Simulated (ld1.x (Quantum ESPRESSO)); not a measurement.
**As (Z = 33): ultrasoft pseudisation with LDA (PZ), non-relativistic reference atom.**

- Element: arsenic (As)
- Generator: ld1.x (Quantum ESPRESSO) 7.5
- Type: ultrasoft
- Functional: LDA (PZ)
- Relativity: non-relativistic
- Frozen core: [Ne]
- Valence charge: 23
- Reference configuration: 3s2 3p6 3d10 4s1.75 4p3.25
- Partial waves: 3s (bound): rcut 0.80, rcutus 0.95 bohr; 4s (bound): rcut 0.80, rcutus 0.95 bohr; 3p (bound): rcut 1.10, rcutus 1.20 bohr; 4p (bound): rcut 1.10, rcutus 1.20 bohr; 3d (bound): rcut 0.80, rcutus 0.95 bohr; 3d channel at -1.15 Ry: rcut 0.80, rcutus 0.95 bohr
- Local potential: all-electron potential smoothed inside 0.70 bohr (lloc = -1)
- Core correction: none
- Augmentation charge: PSQ, inside the norm-conserving radii

Calculated quality:

```json
{"Largest excitation error": "-891 meV (all-electron minus pseudo) for 3s2 3p5 3d10 4s2 4p3, out of 7 test configurations", "Lowest eigenvalue of the overlap operator": "-1.08 (p channel); it is negative, so in a basis up to 400 Ry S is not positive definite and the file is unfit for use", "Density cutoff estimated by the generator": "665 Ry"}
```

The ghost test of this file was not conclusive. Its overlap operator is not positive definite in a basis up to 400 Ry (lowest eigenvalue p -1.08), so the file is unfit for use: the generalised eigenproblem breaks down once the basis is large enough, and its test numbers describe a broken file.

Generation and tests took about 2.2 s on one core of a shared server CPU.
